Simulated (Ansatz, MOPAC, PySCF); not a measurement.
Molecule: PbS, net charge 0, singlet state. SMILES: [S]=[Pb]
Geometry from a B3LYP-D3(BJ)/def2-TZVP (Ansatz, a quantum-chemistry and plane-wave program) optimisation:
```xyz
2

Pb     0.0000     0.0000    -0.3764
S      0.0000     0.0000     1.9291
```

Property: vertical electron affinity to the doublet, in eV. Conventions: valence correlation only (noble-gas shells and the d and f shells of earlier blocks); each state is the SCF solution reached for its charge and spin; def2 sets with scalar-relativistic core potentials past Kr; no spin-orbit coupling; 6-31G* and kin with 6d, 5d where marked; PM7 with its own dispersion and hydrogen-bond terms; open shells spin-unrestricted; LANL2DZ with its own core potentials from Na on. First-principles rows: single points at B3LYP-D3(BJ) geometries (Ansatz). Semi-empirical rows: differences of heats of formation at the shared geometry for vertical values.

```
level                                    program  vertical electron affinity to the doublet (eV)
---------------------------------------  -------  ----------------------------------------------
PM3                                        MOPAC                                            2.68
PM6                                        MOPAC                                            2.22
PM7                                        MOPAC                                            1.68
MNDO                                       MOPAC                                            1.59
HF/6-31G* with LANL2DZ past Ar            Ansatz                                            0.29
PBE/6-31G* with LANL2DZ past Ar           Ansatz                                            0.46
B3LYP/6-31G* with LANL2DZ past Ar         Ansatz                                            0.50
M06-2X/6-31G* with LANL2DZ past Ar (5d)    PySCF                                            0.46
MP2/6-31G* with LANL2DZ past Ar           Ansatz                                           -0.22
M06-2X/def2-TZVPD                          PySCF                                            0.82
wB97X-V/def2-TZVPD                        Ansatz                                            0.77
```

No value to compare with is used here. The 9 habitual levels span -0.22 (MP2/6-31G* with LANL2DZ past Ar) to 2.68 eV (PM3); M06-2X/def2-TZVPD gives 0.82.

The levels are drawn from those run, B3LYP/6-31G* more often than the rest, none by its result; left out are runs that failed, that the program found above a lower state of the same kind, or whose <S^2> lies over 0.5 above the pure value.
